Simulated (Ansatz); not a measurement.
```yaml
crystal:
  periodic: [false, false, false]
  atoms:
    - {symbol: O, position_ang: [0.257135, 1.163844, -0.720555]}
    - {symbol: C, position_ang: [0.017272, 0.051486, -0.102470]}
    - {symbol: S, position_ang: [0.622638, 0.047473, 1.486230]}
    - {symbol: Se, position_ang: [-0.899816, -1.292881, -0.837412]}
    - {symbol: H, position_ang: [-0.106642, 1.154620, -1.598797]}
    - {symbol: H, position_ang: [0.173255, -1.201688, 1.773036]}
basis:
  gaussian: {orbitals: aug-cc-pVDZ, final_grid: {core_spheres: 5, valence_spheres: 4, degree: 11}}
magnetization: {spin_polarized: true, initial_magnetization: 0}
hamiltonian: {xc: {name: wB97X-D}, dispersion: d4, pseudopotentials: {relativity: none}}
output: {forces: true}
```

```sh
$ ansatz run in.yaml --threads 2 --pin off --events-out ev --progress --plain --max-ram 4352MiB
```

(1) How does Ansatz answer? (Best estimate.)

Results:

(1) Computed: The input was rejected before any iteration.
```
Error: YAML parse error: error: line 13 column 19: hamiltonian.xc: no functional is named "wB97X-D"; the names, which are not case-sensitive, are SVWN5, SPW92, PBE, PBE0, PBEsol, revPBE, revPBE0, RPBE, rPW86-PBE, HSE06, wPBEh, LC-wPBE, HISS, HF, BLYP, B3LYP, B3LYP5, BHLYP, CAM-B3LYP, r2SCAN, r2SCANh, r2SCAN0, r2SCAN50, m-r2SCAN, B97, wB97, wB97X, wB97X-V, B97M-V, wB97M-V, B2PLYP, B2GP-PLYP, PBE0-DH, PBE-QIDH
11 |   gaussian: {orbitals: aug-cc-pVDZ, final_grid: {core_spheres: 5, valence_spheres: …
12 | magnetization: {spin_polarized: true, initial_magnetization: 0}
13 | hamiltonian: {xc: {name: wB97X-D}, dispersion: d4, pseudopotentials: {relativity: n…
14 | output: {forces: true}
```

HSE06 is defined as in plane-wave codes.
